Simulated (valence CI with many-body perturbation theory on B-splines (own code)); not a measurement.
## Questions on Dy XLVI

Calculated by configuration interaction combined with many-body perturbation theory (CI+MBPT): three valence electrons over a frozen Dirac-Fock core [Ar], radial functions for each j: 9 s, 9 p, 10 d, 8 f, 5 g, 3 h, 1 i, with the one-electron correlation potential Σ1 (screened to all orders), the two-electron term Σ2, the three-electron term Σ3, Breit, model QED; selected single and double excitations, second order for the rest (own B-spline code, finite nucleus).

No measured spectrum was set against this ion. As an estimate, large intervals hold to a few tenths of a per cent, small ones and those within an open d or f shell to about a per cent. Only levels of the ground parity were solved; by the run's estimate the other parity begins above the list, which can be wrong where configurations are misplaced.

Levels are named by their leading jj configuration (3d3/2^4 stands for four electrons in 3d with j = 3/2), which in mixed levels can hold well under half, so a name can repeat and another be missing.

Rates and lifetimes use the calculated energies. Strong lines usually hold to 10 to 20 %, long lifetimes can be off by a factor of two.

Problem. What is the ground level?

Solution. (3d3/2^3) J=3/2, composition 49 % 3d3 4F + 37 % 3d3 2D + 10 % 3d3 2P, g = 0.687.

Problem. How well does LS coupling describe the low levels?

Solution. Among the lowest 19 levels the leading LS term, summed over configurations, holds 57 % on average. For single configurations the figures are 57 % in LS and 96 % in jj coupling. Terms mix most in the J = 3/2 level at 41.47 eV, where the leading one holds 39 %.

Problem. What is the ionisation energy?

Solution. 3725.5 eV; NIST lists 3725 ± 4 eV (theoretical).

Problem. Name the longest-lived excited levels whose lifetime is computed, and their main decay.

Solution. (3d3/2^2 3d5/2) J=9/2 at 44.65 eV lives 1.27 s, mostly by M1 to (3d3/2^2 3d5/2) J=7/2.
